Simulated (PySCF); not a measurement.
Molecule: `CC(=O)N[SiH2][SiH2]Cl`, C2H8ClNOSi2.

Bonds (- single, = double, # triple, : aromatic): C1-C2, C2=O3, C2-N4, N4-Si5, Si5-Si6, Si6-Cl7. C1 carries H8, H9, H10; N4 carries H11; Si5 carries H12, H13; Si6 carries H14, H15.

Frames of a GFN2-xTB Langevin trajectory at 300 K; GIAO PBE0/pcSseg-1 shieldings in PySCF 2.14, gas phase, non-relativistic; equivalent atoms averaged within each frame.

Scale: TMS for $^{13}$C (σref 186.93), $^{29}$Si (σref 349.16), $^{1}$H (σref 31.72); H2O for $^{17}$O (σref 336.08); $^{15}$N (σref 267.73) against NH3; $^{35}$Cl (σref 949.78) vs HCl (reference shieldings calculated alike). The references are static minima.

How do the shifts (ppm) fluctuate along the trajectory?

## Answers


```
         time (fs)     C2    C1     O3     N4    Si6    Si5  Cl7  H14/H15   H11  H12/H13
               250  183.4  30.8  382.8  130.6  -67.0  -71.6   15     5.75  5.18     5.13
               425  167.7  24.8  369.5  116.2  -59.0  -53.6   -3     5.67  3.96     5.22
               625  171.8  21.1  379.1  126.4  -74.9  -64.4    5     5.77  4.15     5.50
               800  174.0  26.3  381.2  114.7  -77.6  -57.0   29     5.77  3.74     4.76
              1000  177.0  24.7  409.2  116.5  -54.9  -68.7  -64     5.54  5.53     4.45
    mean of frames  174.8  25.5  384.4  120.9  -66.7  -63.1   -4     5.70  4.51     5.01
standard deviation    5.9   3.5   14.8    7.1    9.8    7.6   36     0.10  0.79     0.41
```

5 frames give an uncertainty of the mean of about the standard deviation over 2.2 at best, since frames this close in time may not be independent; classical motion lacks zero-point vibration, and the reference would need the same averaging.
